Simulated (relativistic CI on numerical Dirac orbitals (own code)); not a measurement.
**Spin-allowed bands of a d3 ion in an octahedral site, by hand**

Problem. Take Δ = 20750 cm⁻¹ and B = 830 cm⁻¹ for a d3 ion in an octahedral site. Calculate the three spin-allowed bands.

Working.
1. The terms of highest spin are 4F (energy 0) and 4P (15B = 12450 cm⁻¹). Here the F term splits into A2 at −1.2Δ = -24900, T2 at −0.2Δ = -4150 and T1 at +0.6Δ = 12450 cm⁻¹.
2. The two T1 states mix through the element 0.4Δ: H = [[12450, 8300], [8300, 12450]], with roots ½(H₁₁ + H₂₂) ∓ ½√[(H₂₂ − H₁₁)² + 4H₁₂²] = ½(24900) ∓ ½(16600) = 4150 and 20750 cm⁻¹.
3. The ground term is 4A2 at -24900 cm⁻¹.
4. Bands: 4T2 20750 cm⁻¹ (482 nm), 4T1(F) 29050 cm⁻¹ (344 nm), 4T1(P) 45650 cm⁻¹ (219 nm).

Check. Exact diagonalisation of the whole d3 shell with these parameters gives 4T2 20750, 4T1 29050, 4T1 45650 cm⁻¹. The match is exact, since without spin-orbit coupling no other term has this spin. The ratio of the second band to the first, 1.400, depends on Δ/B = 25.0 alone, which is how a Tanabe-Sugano diagram is read.
